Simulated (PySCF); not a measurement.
## Al³⁺ (aluminium, charge +3) across methods

[Ne], closed-shell 1S. Computed with PySCF 2.14 in aug-cc-pCVQZ-DK, with scalar relativity by spin-free X2C-1e.

| method | E (hartree) | mean ε 1s (eV) | mean ε 2s (eV) | mean ε 2p (eV) | Σ⟨r²⟩ (bohr²) | ⟨S²⟩ |
| --- | --- | --- | --- | --- | --- | --- |
| r2SCAN | -240.8292 | -1556.3 | -146.05 | -105.72 | 3.649 | 0.000 |
| PBE0 | -240.7297 | -1567.3 | -149.26 | -108.83 | 3.661 | 0.000 |
| B97-3 | -240.8262 | -1569.0 | -149.86 | -109.21 | 3.653 | 0.000 |
| LDA | -239.7768 | -1539.3 | -141.99 | -104.21 | 3.688 | 0.000 |
| wB97X-V | -240.8132 | -1564.6 | -150.88 | -110.82 | 3.663 | 0.000 |
| UHF | -240.43299 | -1630.3 | -167.91 | -121.69 | 3.627 | 0.000 |
| MN15 | -240.8899 | -1545.0 | -145.99 | -109.56 | 3.673 | 0.000 |
| PBE | -240.7026 | -1546.2 | -142.61 | -104.12 | 3.678 | 0.000 |
